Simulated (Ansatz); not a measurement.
Two isomers of AsH7SSi2: A = `[SiH3]S[AsH][SiH3]`, B = `[SiH3][SiH2][AsH]S`.

Gas-phase electronic energies from Ansatz, PBE0-D4/def2-TZVP geometries. CCSD(T)/CBS adds triple-zeta CCSD(T) − MP2 to the extrapolated MP2 energy (def2 sets, frozen cores). DFT in def2-TZVPP. B3LYP here is the variant with VWN-RPA as its local correlation; programs differ in this. For As outer-core shells are correlated without core-valence functions, which leaves a few kJ/mol of doubt a bond. Scalar relativity is left out up to krypton. Each species was taken in one conformer, which may not be the lowest.

Problem. Which isomer does CCSD(T)/CBS put lower? Give the gap. (Best estimate.)

Solution. The calculation gave: A, by 52.9 kJ/mol.

Problem. Give E(B) − E(A) in kJ/mol with CCSD/def2-TZVPP, B3LYP-D4, PBE0-D4, CCSD(T)/def2-TZVPP, B3LYP, r2SCAN-D4, HF/def2-TZVPP. (Estimate.)

Solution. Ansatz gave: CCSD/def2-TZVPP 50.9, B3LYP-D4 49.0, PBE0-D4 44.0, CCSD(T)/def2-TZVPP 50.5, B3LYP 49.5, r2SCAN-D4 48.1, HF/def2-TZVPP 61.1. None reverses the order clearly.

Largest T1 diagnostic: 0.012.

From PBE to PBE0 (25 % exact exchange), in def2-TZVPP and without D4, E(B) − E(A) moves by +3.9 kJ/mol.
